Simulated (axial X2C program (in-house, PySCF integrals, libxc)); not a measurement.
# Spin–orbit effects down a group: molecules with Li, PBE0

Computed with an axial X2C code built on PySCF integrals, spin-free (one-electron X2C) or two-component (2c: spin–orbit coupling with atomic mean-field Coulomb and Gaunt terms, which also bring small scalar terms), in Dyall basis sets with cores contracted in-house; open shells are unrestricted.

Basis sets: Li dyall-cv3z, O dyall-av3z, S dyall-av3z, Te dyall-cv3z.

| molecule | spin-free state | Re (Å) | ωe (cm⁻¹) | De (eV) | 2c state | Re 2c (Å) | ωe 2c (cm⁻¹) | De 2c (eV) |
| --- | --- | --- | --- | --- | --- | --- | --- | --- |
| LiO | M_S = 1/2, Λ = 1 | 1.682 | 819.4 | 3.36 | Ω = 3/2 | 1.682 | 819.2 | 3.37 |
| LiS | M_S = 1/2, Λ = 1 | 2.148 | 580.8 | 3.04 | Ω = 3/2 | 2.149 | 580.6 | 3.06 |
| LiTe | M_S = 1/2, Λ = 1 | 2.484 | 457.7 | 2.54 | Ω = 3/2 | 2.488 | 454.3 | 2.49 |

(1) Work out the shifts from the spin-free to the two-component result.

Each entry is the lowest single determinant of a limited PBE0 search at one distance. De goes to single-determinant-based atoms at the same level (for ions the charge split of lowest energy) and is withheld (n/a) where an atom does not fit its ground term or J level. Main or longest-lived isotopes. One determinant is a doubtful description, or other states lie close, for LiO; these need not be ground states, and all values refer to the states named. Some light 2c atoms are not at their ground J level, so De misses part of their lowering (0.04 eV or less). The functionals have no current term, which raises determinants with orbital currents.

## Answers

(1) 

```csv
molecule,2c state,ΔRe (Å),Δωe (cm⁻¹),ΔDe (eV)
LiO,Ω = 3/2,0.000,-0.2,0.01
LiS,Ω = 3/2,0.001,-0.2,0.02
LiTe,Ω = 3/2,0.004,-3.4,-0.05
```

Shifts of one unit in the last digit are rounding.
